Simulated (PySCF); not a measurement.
Computed shifts of a molecule C5H6Se, PySCF with PBE/pcSseg-1, GIAO, gas phase, equivalent atoms averaged, in ppm (number of nuclei): ¹³C: 168.2 (1), 140.9 (1), 131.0 (1), 114.6 (1), 53.5 (1). ¹H: 6.64 (1), 6.16 (1), 5.99 (1), 5.89 (1), 4.29 (2). References: ¹³C against TMS (σ = 182.0 ppm); ⁷⁷Se against Me2Se (σ = 1634.8 ppm); ¹H against TMS (σ = 31.49 ppm), references at their B3LYP-D3(BJ)/def2-TZVP geometries, non-relativistic. Geometry optimised at PBE-D3(BJ)/def2-SVP. Other conformers were not sampled.

Task: Which structure fits?
(A) C=CC#CC[SeH]
(B) C#C[C@H]1C[C@H]1[SeH]
(C) C#CC(=C)[Se]C
(D) C=C1CC=C[Se]1

Result: D, C=C1CC=C[Se]1
